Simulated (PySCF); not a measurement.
Geometry (Å), atoms numbered from 1 in this order:
```xyz
16

C     2.813   -1.103   -0.417
C     1.920   -0.433    0.232
C     1.029    0.248    0.900
C    -0.359    0.411    0.490
C    -1.220    1.110    1.227
F    -0.863    1.705    2.386
C    -0.775   -0.249   -0.808
N    -2.152   -0.104   -1.225
H     3.434   -0.645   -1.170
H     2.985   -2.152   -0.231
H     1.314    0.736    1.823
H    -2.261    1.285    1.004
H    -0.140    0.147   -1.608
H    -0.561   -1.320   -0.729
H    -2.390    0.874   -1.347
H    -2.780   -0.502   -0.537
```

Method: geometry: GFN2-xTB, σ from GIAO-PBE0/pcSseg-1, in PySCF 2.14.0 with density-fitted response routines (in vacuum, rapidly exchanging positions averaged, non-relativistic, one conformer).

δ = σ(ref) − σ, references computed at the same level: TMS for ¹³C, ¹H; ¹⁹F vs CFCl3; NH3 for ¹⁵N.

```
  atoms  nucleus  count  Hirshfeld charge  δ (ppm)
     C5      ¹³C      1              0.02    153.5
 H9/H10       ¹H      2              0.06     5.30
     N8      ¹⁵N      1             -0.23        ?
    H12       ¹H      1              0.05     6.57
     C1      ¹³C      1             -0.11     82.6
     F6      ¹⁹F      1             -0.09   -142.7
    H11       ¹H      1              0.05        ?
     C7      ¹³C      1             -0.03        ?
H13/H14       ¹H      2              0.04     3.54
     C3      ¹³C      1             -0.07     91.1
     C4      ¹³C      1             -0.03    127.8
H15/H16       ¹H      2              0.11        ?
     C2      ¹³C      1              0.01    222.1
```

Task: Complete the table.

Result: 
- C7: 46.3 ppm, allylic sp3 CH2 bonded to N; pulled downfield by the heteroatom
- H11: 6.66 ppm, hydrogen on a terminal carbon of a cumulated C=C=C unit; a vinylic proton, deshielded by the sp2 carbon and the C=C anisotropy
- H15/H16: 0.48 ppm, hydrogen on an amine nitrogen; exchangeable; this is the value without hydrogen bonding to other molecules
- N8: 26.6 ppm, amine nitrogen

Exchangeable OH/NH protons stand at their gas-phase positions; hydrogen bonding in a real sample shifts them, mostly to higher δ. Shifts are as computed. Against solution values, carbons near 30 ppm lie about +3 ppm off and those near 130 ppm about +5 ppm. Of 1211 compounds with measured shifts, 218 miss one by over three times the rms of a fit or turn the order of signals round; such compounds aren't used in these exercises. Unscaled 19F shifts against computed CFCl3 carry errors that often reach 10 to 50 ppm. Experimental scales use liquid or dissolved standards, which lie at an offset from isolated NH3 (liquid NH3: subtract about 20 ppm).
